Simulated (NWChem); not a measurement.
System: ZnSiNH$_{5}$O; SMILES [NH2][Zn][O][SiH3]

Excerpt of the output:

```
             Northwest Computational Chemistry Package (NWChem) 7.3.0
             --------------------------------------------------------

 C1  symmetry detected

                             Geometry "geometry" -> ""
                             -------------------------

 Output coordinates in angstroms (scale by  1.889725989 to convert to a.u.)

  No.       Tag          Charge          X              Y              Z
 ---- ---------------- ---------- -------------- -------------- --------------
    1 Zn                  30.0000     0.05687391     0.83039070     0.00006446
    2 N                    7.0000    -0.14284955     2.62990260     0.00142833
    3 H                    1.0000    -0.62367690     3.02616298     0.80597285
    4 H                    1.0000    -0.57013076     3.03353785    -0.82924547
    5 O                    8.0000     0.47215316    -0.88649574     0.00449352
    6 Si                  14.0000    -0.15636563    -2.39787171    -0.00101918
    7 H                    1.0000    -1.65162488    -2.39066937    -0.16725349
    8 H                    1.0000     0.14050467    -3.11628619     1.27981566
    9 H                    1.0000     0.41055100    -3.21161470    -1.12290132

 Effective nuclear repulsion energy (a.u.)     316.9584142263

                                 NWChem DFT Module
                                 -----------------

 Summary of "ao basis" -> "ao basis" (spherical)
 ------------------------------------------------------------------------------
       Tag                 Description            Shells   Functions and Types
 ---------------- ------------------------------  ------  ---------------------
 Zn                          6-31g*                 12       34   5s4p2d1f
 N                           6-31g*                  6       14   3s2p1d
 H                           6-31g*                  2        2   2s
 O                           6-31g*                  6       14   3s2p1d
 Si                          6-31g*                  8       18   4s3p1d

            General Information
            -------------------
          SCF calculation type: DFT
          Wavefunction type:  closed shell.
          No. of atoms     :     9
          No. of electrons :    64
           Alpha electrons :    32
            Beta electrons :    32
          Charge           :     0
          Spin multiplicity:     1
          Use of symmetry is: off; symmetry adaption is: off
          Maximum number of iterations: 150
          AO basis - number of functions:    90
                     number of shells:    42
          Convergence on energy requested:  1.00D-06
          Convergence on density requested:  1.00D-05
          Convergence on gradient requested:  5.00D-04

              XC Information
              --------------
                         SCAN Method XC Functional
                  SCAN metaGGA Exchange Functional  1.000
                        SCAN Correlation Potential  1.000

             Grid Information
             ----------------
          Grid used for XC integration:  coarse
          Radial quadrature: Mura-Knowles
          Angular quadrature: Lebedev.
          Tag              B.-S. Rad. Rad. Pts. Rad. Cut. Ang. Pts.
          ---              ---------- --------- --------- ---------
          Zn                  1.35       95          11.0       302
          N                   0.65       35          13.0       302
          H                   0.35       35          14.0       302
          O                   0.60       35          10.0       302
          Si                  1.10       70          12.0       302
          Grid pruning is: on
          Number of quadrature shells:   410
          Spatial weights used:  Erf1

      Superposition of Atomic Density Guess
      -------------------------------------

 Sum of atomic energies:       -2197.83764840

      Non-variational initial energy
      ------------------------------

 Total energy =   -2198.913627
 1-e energy   =   -3696.309297
 2-e energy   =    1180.437256
 HOMO         =      -0.340985
 LUMO         =      -0.065985

     ---------------------------------------------
      Total Density - Mulliken Population Analysis
     ---------------------------------------------

    Atom       Charge   Shell Charges
 -----------   ------   -------------------------------------------------------
    1 Zn  30    28.75   2.00  2.00  6.00  2.00  6.00  0.43  0.16  0.18  0.06  6.79  3.12  0.01
    2 N    7     8.38   2.00  0.82  2.65  0.89  2.00  0.02
    3 H    1     0.57   0.42  0.15
    4 H    1     0.57   0.42  0.15
    5 O    8     9.21   2.00  0.94  3.23  0.92  2.12  0.01
    6 Si  14    13.26   2.00  2.00  5.97  0.92  1.51  0.28  0.39  0.18
    7 H    1     1.09   0.47  0.62
    8 H    1     1.09   0.48  0.61
    9 H    1     1.09   0.48  0.61

[...]

                         DFT ENERGY GRADIENTS

    atom               coordinates                        gradient
                 x          y          z           x          y          z
   1 Zn      0.107476   1.569211   0.000122    0.000557   0.006144  -0.000074
   2 N      -0.269946   4.969795   0.002699   -0.002049   0.011569   0.000124
   3 H      -1.178578   5.718619   1.523068   -0.000435   0.000740  -0.000274
   4 H      -1.077391   5.732555  -1.567047   -0.000331   0.000714   0.000168
   5 O       0.892240  -1.675234   0.008492    0.002249  -0.012643   0.000015
   6 Si     -0.295488  -4.531320  -0.001926    0.002156  -0.004150  -0.000598
   7 H      -3.121118  -4.517710  -0.316063   -0.002479   0.000370  -0.000383
   8 H       0.265515  -5.888927   2.418501    0.000116  -0.001526   0.002194
   9 H       0.775829  -6.069072  -2.121976    0.000216  -0.001218  -0.001173
```

Level: SCAN/6-31G* (spherical d). Geometry: optimised at PBE0/def2-SVP. No frequency run checked for a minimum.

### Question
Write an input that gives this output.

### Answer
This is not unique; one that fits is the input that was run:
```
start job
memory heap 200 mb stack 900 mb global 1100 mb
geometry units angstroms noautoz
  Zn     0.337620     0.850304     0.001654
  N      0.162351     2.652358     0.005722
  H     -0.304518     3.054723     0.815441
  H     -0.268180     3.062142    -0.820250
  O      0.729595    -0.872058     0.001124
  Si     0.080609    -2.374769     0.001769
  H     -1.416090    -2.347212    -0.148626
  H      0.381241    -3.097747     1.279154
  H      0.624534    -3.195596    -1.126318
end
basis spherical
  * library 6-31g*
end
dft
  xc scan
  grid coarse
  iterations 150
  mulliken
end
task dft gradient
```
